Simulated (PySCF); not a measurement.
PySCF job for Si(H)(vinyl)(NH2)2 (C2H8N2Si), SMILES C=C[SiH](N)N, TDA-LC-ωPBE/def2-SVPD. The structure is a stationary point at r2SCAN-D4/def2-SVP. The values are those of a single conformer.

```python
import numpy as np
from pyscf import gto, scf, dft, tdscf

mol = gto.M(
    atom='''
    Si    0.38167289    0.33874331   -0.37535421
    N     1.23110826   -0.91501929   -1.20613542
    N     1.07749725    0.77008471    1.15216021
    C    -1.37888840   -0.29433542   -0.23177592
    C    -2.06407338   -0.24984611    0.92155435
    H     0.42977370    1.61852697   -1.14851154
    H     0.89878761   -1.87222175   -1.16425793
    H     2.23689508   -0.87808101   -1.33659983
    H     1.14979151    0.10664658    1.91736679
    H     1.02681891    1.72399480    1.49422299
    H    -1.88607289   -0.71187053   -1.11527453
    H    -3.09534874   -0.61282096    1.01637926
    H    -1.60653366    0.16305100    1.83078965
    ''',
    basis='def2-SVPD',
    charge=0,
    spin=0,
    max_memory=1600,
    verbose=4,
)
mf = dft.RKS(mol, xc='lc_wpbe').density_fit(auxbasis='def2-universal-jkfit')
mf.grids.level = 3
mf.conv_tol = 1e-9
mf.max_cycle = 100
mf.kernel()
mf.grids = dft.Grids(mol).set(level=1).build(with_non0tab=True)  # coarser grid for the response kernel
td = tdscf.TDA(mf)
td.singlet = True
td.nstates = 10
td.conv_tol = 1e-4
td.positive_eig_threshold = 1e-6
td.kernel(x0=td.get_init_guess(mf, 15))
td.analyze()
tt = tdscf.TDA(mf)
tt.singlet = False
tt.nstates = 4
tt.conv_tol = 1e-4
tt.positive_eig_threshold = 1e-6
tt.kernel(x0=tt.get_init_guess(mf, 9))
tt.analyze(verbose=3)
```

Program output:

```
PySCF version 2.14.0

[INPUT] verbose = 4
[INPUT] num. atoms = 13
[INPUT] num. electrons = 48
[INPUT] charge = 0
[INPUT] spin (= nelec alpha-beta = 2S) = 0
[INPUT] symmetry False subgroup None
[INPUT] Mole.unit = angstrom
[INPUT] Symbol           X                Y                Z      unit          X                Y                Z       unit  Magmom
[INPUT]  1 Si     0.381672890000   0.338743310000  -0.375354210000 AA    0.721257231271   0.640132082429  -0.709316656602 Bohr   0.0
[INPUT]  2 N      1.231108260000  -0.915019290000  -1.206135420000 AA    2.326457441090  -1.729135856794  -2.279265612937 Bohr   0.0
[INPUT]  3 N      1.077497250000   0.770084710000   1.152160210000 AA    2.036174702472   1.455249194615   2.177267248521 Bohr   0.0
[INPUT]  4 C     -1.378888400000  -0.294335420000  -0.231775920000 AA   -2.605721432340  -0.556213332559  -0.437993011069 Bohr   0.0
[INPUT]  5 C     -2.064073380000  -0.249846110000   0.921554350000 AA   -3.900533389205  -0.472140721188   1.741485330402 Bohr   0.0
[INPUT]  6 H      0.429773700000   1.618526970000  -1.148511540000 AA    0.812154588541   3.058572698522  -2.170372261502 Bohr   0.0
[INPUT]  7 H      0.898787610000  -1.872221750000  -1.164257930000 AA    1.698462427052  -3.537986351954  -2.200128626053 Bohr   0.0
[INPUT]  8 H      2.236895080000  -0.878081010000  -1.336599830000 AA    4.227119070587  -1.659332624081  -2.525807616840 Bohr   0.0
[INPUT]  9 H      1.149791510000   0.106646580000   1.917366790000 AA    2.172791054250   0.201532828322   3.623298113436 Bohr   0.0
[INPUT] 10 H      1.026818910000   1.723994800000   1.494222990000 AA    1.940406519424   3.257878012174   2.823672220129 Bohr   0.0
[INPUT] 11 H     -1.886072890000  -0.711870530000  -1.115274530000 AA   -3.564161213067  -1.345240337849  -2.107563415403 Bohr   0.0
[INPUT] 12 H     -3.095348740000  -0.612820960000   1.016379260000 AA   -5.849361378618  -1.158063777793   1.920678440088 Bohr   0.0
[INPUT] 13 H     -1.606533660000   0.163051000000   1.830789650000 AA   -3.035908627295   0.308121734336   3.459691030188 Bohr   0.0

nuclear repulsion = 228.667305115549
number of shells = 74
number of NR pGTOs = 242
number of NR cGTOs = 168
basis = def2-SVPD
ecp = {}


******** <class 'pyscf.df.df_jk.DFRKS'> ********
method = DFRKS
initial guess = minao
damping factor = 0
level_shift factor = 0
DIIS = <class 'pyscf.scf.diis.CDIIS'>
diis_start_cycle = 1
diis_space = 8
diis_damp = 0
SCF conv_tol = 1e-09
SCF conv_tol_grad = None
SCF max_cycles = 100
direct_scf = False
XC library pyscf.dft.libxc version 7.1.2
    S. Lehtola, C. Steigemann, M. J. T. Oliveira, and M. A. L. Marques,  SoftwareX 7, 1–5 (2018)
XC functionals = lc_wpbe
    O. A. Vydrov and G. E. Scuseria,  J. Chem. Phys. 125, 234109 (2006)
radial grids:
    Treutler-Ahlrichs [JCP 102, 346 (1995); DOI:10.1063/1.469408] (M4) radial grids

becke partition: Becke, JCP 88, 2547 (1988); DOI:10.1063/1.454033
pruning grids: <function nwchem_prune>
grids dens level: 3
symmetrized grids: False
atomic radii adjust function: <function treutler_atomic_radii_adjust>
small_rho_cutoff = 0
Set gradient conv threshold to 3.16228e-05
Initial guess from minao.
tot grids = 153688
Create RSH-DF object <pyscf.df.df.DF object> for omega=0.4
******** <class 'pyscf.df.df.DF'> ********
auxbasis = auxmol.basis = def2-universal-jkfit
init E= -479.921867143319
  HOMO = -0.309529507546148  LUMO = -0.0445787811559009  gap/eV = 7.20968
cycle= 1 E= -479.583598454683  delta_E= 0.338  |g|= 0.462  |ddm|= 4.65
  HOMO = -0.302436177016402  LUMO = 0.0772383432264032  gap/eV = 10.33147
cycle= 2 E= -479.610946484817  delta_E= -0.0273  |g|= 0.36  |ddm|=  1.2
  HOMO = -0.36958697047289  LUMO = 0.0688084177073325  gap/eV = 11.92935
cycle= 3 E= -479.637692047822  delta_E= -0.0267  |g|= 0.0428  |ddm|= 0.418
  HOMO = -0.362926355523218  LUMO = 0.0684945186787758  gap/eV = 11.73956
cycle= 4 E= -479.638292613389  delta_E= -0.000601  |g|= 0.0117  |ddm|= 0.138
  HOMO = -0.363165844437489  LUMO = 0.0706000178434167  gap/eV = 11.80337
cycle= 5 E= -479.638338115383  delta_E= -4.55e-05  |g|= 0.00308  |ddm|= 0.045
  HOMO = -0.3633476709141  LUMO = 0.0700293804635796  gap/eV = 11.79279
cycle= 6 E= -479.638341392663  delta_E= -3.28e-06  |g|= 0.000703  |ddm|= 0.0151
  HOMO = -0.363386858357587  LUMO = 0.0700813433234297  gap/eV = 11.79527
cycle= 7 E= -479.638342076426  delta_E= -6.84e-07  |g|= 0.000229  |ddm|= 0.0063
  HOMO = -0.363389963001352  LUMO = 0.0700875852770797  gap/eV = 11.79552
cycle= 8 E= -479.638341687732  delta_E= 3.89e-07  |g|= 0.000133  |ddm|= 0.00164
  HOMO = -0.363393230533673  LUMO = 0.0700832115856875  gap/eV = 11.79549
cycle= 9 E= -479.638341685958  delta_E= 1.77e-09  |g|= 2.13e-05  |ddm|= 0.000852
  HOMO = -0.363394687117029  LUMO = 0.0700830272183448  gap/eV = 11.79553
cycle= 10 E= -479.638341686315  delta_E= -3.57e-10  |g|= 7.15e-06  |ddm|= 0.000169
  HOMO = -0.363394617622167  LUMO = 0.0700831138900835  gap/eV = 11.79553
Extra cycle  E= -479.638341686353  delta_E= -3.77e-11  |g|= 3.37e-06  |ddm|= 3.62e-05
converged SCF energy = -479.638341686353
tot grids = 46792
Overwritten attributes  positive_eig_threshold  of <class 'pyscf.tdscf.rks.TDA'>


******** <class 'pyscf.tdscf.rks.TDA'> for <class 'pyscf.df.df_jk.DFRKS'> ********
nstates = 10 singlet
deg_eia_thresh = 1.000e-03
wfnsym = None
conv_tol = 0.0001
eigh lindep = 1e-12
eigh level_shift = 0
eigh max_cycle = 100


Excitation energies (eV)
[6.52320392 7.1242752  7.27572041 7.78383847 7.95668822 8.11631408
 8.23001954 8.56464367 8.70689893 8.79356363]

** Singlet excitation energies and oscillator strengths **
Excited State   1:      6.52320 eV    190.07 nm  f=0.0065
      21 -> 25       -0.31800
      21 -> 26        0.15069
      23 -> 25       -0.15995
      24 -> 25       -0.54696
Excited State   2:      7.12428 eV    174.03 nm  f=0.0328
      21 -> 25       -0.24916
      23 -> 25       -0.28761
      23 -> 26        0.11465
      23 -> 27       -0.19320
      24 -> 25        0.27479
      24 -> 26        0.36008
      24 -> 27        0.17159
      24 -> 28        0.10409
Excited State   3:      7.27572 eV    170.41 nm  f=0.0409
      23 -> 25        0.39390
      23 -> 26        0.26564
      23 -> 28        0.11894
      24 -> 26        0.29726
      24 -> 27       -0.24435
      24 -> 28        0.19412
      24 -> 29        0.11214
      24 -> 30       -0.10556
Excited State   4:      7.78384 eV    159.28 nm  f=0.5366
      22 -> 25       -0.63367
      22 -> 26        0.12323
      23 -> 25        0.11438
Excited State   5:      7.95669 eV    155.82 nm  f=0.0374
      20 -> 25        0.13279
      21 -> 25        0.42561
      21 -> 26       -0.17105
      23 -> 25       -0.11205
      23 -> 27       -0.14827
      24 -> 25       -0.27502
      24 -> 26        0.27948
Excited State   6:      8.11631 eV    152.76 nm  f=0.0201
      21 -> 25       -0.10078
      22 -> 26       -0.14690
      23 -> 25        0.40410
      23 -> 26       -0.25440
      23 -> 27       -0.15466
      24 -> 26        0.11463
      24 -> 27        0.34681
      24 -> 29       -0.11587
Excited State   7:      8.23002 eV    150.65 nm  f=0.0705
      22 -> 26       -0.55303
      22 -> 27        0.13802
      22 -> 28        0.28837
Excited State   8:      8.56464 eV    144.76 nm  f=0.0394
      23 -> 31        0.14805
      23 -> 34       -0.14024
      24 -> 27       -0.13833
      24 -> 29       -0.40725
      24 -> 30       -0.27887
      24 -> 32        0.11434
      24 -> 33       -0.12525
      24 -> 35        0.21568
Excited State   9:      8.70690 eV    142.40 nm  f=0.0099
      23 -> 26        0.19950
      23 -> 29       -0.20329
      23 -> 30       -0.20922
      23 -> 33       -0.16424
      23 -> 35        0.11270
      24 -> 26       -0.12565
      24 -> 27        0.17928
      24 -> 29       -0.26109
      24 -> 30        0.11543
      24 -> 31        0.25738
      24 -> 32        0.13730
      24 -> 33        0.15163
      24 -> 34       -0.10283
Excited State  10:      8.79356 eV    140.99 nm  f=0.0125
      18 -> 25        0.12776
      19 -> 25        0.33132
      19 -> 26       -0.14120
      20 -> 25        0.21963
      23 -> 26        0.14950
      23 -> 27        0.15198
      23 -> 28        0.10970
      23 -> 30        0.14033
      24 -> 27        0.11865
      24 -> 28       -0.21020
      24 -> 33       -0.11918
      24 -> 34        0.19229

** Transition electric dipole moments (AU) **
state          X           Y           Z        Dip. S.      Osc.
  1        -0.0120     -0.1840     -0.0807      0.0405      0.0065
  2        -0.1621     -0.0211      0.4013      0.1877      0.0328
  3        -0.4404      0.0265     -0.1870      0.2296      0.0409
  4        -1.2584     -0.0523      1.1080      2.8140      0.5366
  5        -0.2814     -0.1185      0.3144      0.1921      0.0374
  6         0.2765     -0.1462     -0.0579      0.1012      0.0201
  7        -0.0412      0.4820     -0.3402      0.3497      0.0705
  8         0.0182     -0.2795      0.3305      0.1877      0.0394
  9        -0.0039     -0.2064      0.0622      0.0465      0.0099
 10        -0.0416     -0.1947     -0.1356      0.0581      0.0125

** Transition velocity dipole moments (imaginary part, AU) **
state          X           Y           Z        Dip. S.      Osc.
  1         0.0005      0.0022     -0.0483      0.0023      0.0065
  2        -0.0561      0.0124      0.1149      0.0165      0.0420
  3        -0.1379      0.0026     -0.0494      0.0215      0.0535
  4        -0.2471     -0.0186      0.1045      0.0723      0.1686
  5        -0.0521     -0.0415      0.0577      0.0078      0.0177
  6         0.0485     -0.0172      0.0195      0.0030      0.0068
  7        -0.0343      0.1424     -0.0658      0.0258      0.0568
  8         0.0128     -0.0758      0.0786      0.0121      0.0256
  9        -0.0256     -0.0464     -0.0027      0.0028      0.0059
 10        -0.0226     -0.0314     -0.0288      0.0023      0.0048

** Transition magnetic dipole moments (imaginary part, AU) **
state          X           Y           Z
  1        -0.2308     -0.2734      0.6219
  2         0.2229      1.0127      0.3511
  3        -0.5490      0.2648     -0.3185
  4         0.2424     -0.7066      0.1757
  5         0.7528      0.0907     -0.6916
  6         0.1393      0.3020      0.0349
  7         0.1530      0.4395      0.9516
  8        -0.5197      0.0101      0.1589
  9         0.3518      0.2634      0.0888
 10         0.9851      0.1642     -0.0025


******** <class 'pyscf.tdscf.rks.TDA'> for <class 'pyscf.df.df_jk.DFRKS'> ********
nstates = 4 triplet
deg_eia_thresh = 1.000e-03
wfnsym = None
conv_tol = 0.0001
eigh lindep = 1e-12
eigh level_shift = 0
eigh max_cycle = 100


Excitation energies (eV)
[4.04379994 5.93084738 6.62981714 6.79831184]

** Triplet excitation energies and oscillator strengths **
Excited State   1:      4.04380 eV    306.60 nm  f=0.0000
Excited State   2:      5.93085 eV    209.05 nm  f=0.0000
Excited State   3:      6.62982 eV    187.01 nm  f=0.0000
Excited State   4:      6.79831 eV    182.37 nm  f=0.0000
```

The calculation finished and met its thresholds.

Cost: around 5 core-minutes (rough).
